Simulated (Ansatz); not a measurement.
Program: Ansatz. Geometries: PBE0-D4/def2-TZVP. ΔE: electronic, gas phase. CCSD(T)/CBS is the MP2 limit (def2-TZVPP, def2-QZVPP) plus CCSD(T) − MP2 in def2-TZVPP, frozen cores. This one scheme is used for every species. Functionals use def2-TZVPP. B3LYP here is the variant with VWN-RPA as its local correlation; programs differ in this. Elements past krypton have def2 core potentials. For Te outer-core shells are correlated without core-valence functions, which leaves a few kJ/mol of doubt a bond. One conformer a species, not always the lowest.

Consider the formal exchange of groups at a Te–Al bond: `C[Te][AlH][SiH3]` + `C#C[SiH3]` → `C#C[SiH2][Te]C` + `[AlH2][SiH3]`.

Is it downhill or uphill in electronic energy at CCSD(T)/CBS, and by how much? (Estimate.)

The calculation gave: Uphill: ΔE = +0.74 eV.

What do these levels give: PBE-D4, r2SCAN-D4, B3LYP-D4, ωB97X-V, PBE0, B3LYP, MP2/def2-TZVPP, SCS-MP2/def2-TZVPP, CCSD(T)/def2-TZVPP, MP2/def2-QZVPP, MP2/CBS(def2), CCSD/CBS(def2)? (Best estimate.)

The calculation gave: PBE-D4 0.73, r2SCAN-D4 0.76, B3LYP-D4 0.72, ωB97X-V 0.70, PBE0 0.75, B3LYP 0.75, MP2/def2-TZVPP 0.74, SCS-MP2/def2-TZVPP 0.74, CCSD(T)/def2-TZVPP 0.76, MP2/def2-QZVPP 0.73, MP2/CBS(def2) 0.72, CCSD/CBS(def2) 0.74 eV.

Largest T1 diagnostic among the species: 0.013.

The D4 term adds −0.03 eV with B3LYP and −0.02 eV with PBE0; it sums over pairs of atoms, weighted by their polarisabilities, and B3LYP, whose exchange is more repulsive, gets the larger term.
